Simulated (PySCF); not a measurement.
C2H6N2OSi, SMILES CN[SiH2]N=C=O.

Coordinates come from a B3LYP-D3(BJ)/def2-SVP optimisation. The structure was generated by enumeration, and PubChem lists no compound with its InChIKey, so it may never have been made. Other conformers were not sampled.

Two levels are set side by side: PBE/def2-TZVP (PySCF) and CAM-B3LYP/def2-TZVP (PySCF). Same geometry, gas phase. Differences are taken from unrounded values.

| quantity | CAM-B3LYP |
|---|---|
| orbital gap (eV) | 9.89 |
| highest occupied level (eV) | -8.72 |
| lowest empty level (eV) | 1.17 |
| dipole moment (D) | 2.90 |
| mean polarisability (bohr³) | 64.5 |

**Question.** What does PBE give, and how far is it from CAM-B3LYP? (The exact figures need the calculation; the answer reports its results.)

**Answer.** 
| quantity | PBE | PBE minus CAM-B3LYP |
|---|---|---|
| orbital gap (eV) | 5.26 | -4.63 |
| highest occupied level (eV) | -5.92 | 2.79 |
| lowest empty level (eV) | -0.66 | -1.83 |
| dipole moment (D) | 2.82 | -0.08 |
| mean polarisability (bohr³) | 68.2 | 3.7 |

Without exact exchange PBE keeps part of each electron's self-repulsion, which lifts occupied levels and narrows the gap. PBE's more diffuse valence density responds more strongly to a field. Differences between two approximate levels are no errors against the true value.

Rough cost on one machine, each run with all the roots and properties that it gave: CAM-B3LYP against PBE within a factor of 2.
